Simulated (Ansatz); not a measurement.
A search over several starts for the lowest SCF solution of P₃Se at the given spin, in a small basis.

```yaml
crystal:
  periodic: [false, false, false]
  atoms:
    - {symbol: P, position_ang: [-1.025251, -0.087619, -0.776670]}
    - {symbol: P, position_ang: [0.276278, -1.033275, 0.719756]}
    - {symbol: P, position_ang: [1.186067, -0.047393, -1.061536]}
    - {symbol: Se, position_ang: [-0.437094, 1.168288, 1.118450]}
basis:
  gaussian: {orbitals: def2-SVP, initial_orbitals: start.molden}
magnetization: {spin_polarized: true, initial_magnetization: 1}
hamiltonian: {xc: pbe0, dispersion: d4}
output: {orbitals: {seedname: orbitals}}
```

The file start.molden holds the orbitals of an earlier run on this structure, at another level or in another basis.

```sh
$ ansatz run in.yaml --threads 4 --pin off --events-out ev --progress --plain --max-ram 3916MiB
```

Shortened log:

```
Functional definition: PBE0
781 factors; integrals over basis functions are off by at most 1.1e-3 eV
mean field evaluation 1: about -93163.1390 eV, gradient 3.3e1 eV
mean field evaluation 2: about -93172.0016 eV, gradient 1.2e1 eV
mean field evaluation 4: about -93177.8578 eV, gradient 1.5e0 eV
mean field evaluation 8: about -93181.1869 eV, gradient 3.3e-2 eV
mean field evaluation 16: about -93181.1554 eV, gradient 1.8e0 eV
mean field evaluation 32: about -93181.2200 eV, gradient 5.5e-5 eV
mean field -93181.22004231 eV, -3424.3466760556 hartree, gradient 1.3e-5 eV, S^2 0.759832; 1 other end points of the search recorded, 0 dependent functions left out
reference -93181.22006030 eV, -3424.3466767165 hartree; 40, 39 occupied and 46, 47 virtual orbitals, 781 factors
Total energy: -93181.43214733 eV, -3424.3544707712 hartree
```

It took 2.6 s on 4 threads of Arm Neoverse V2 on a shared host.

The structure comes from a short search, and lower isomers may exist.
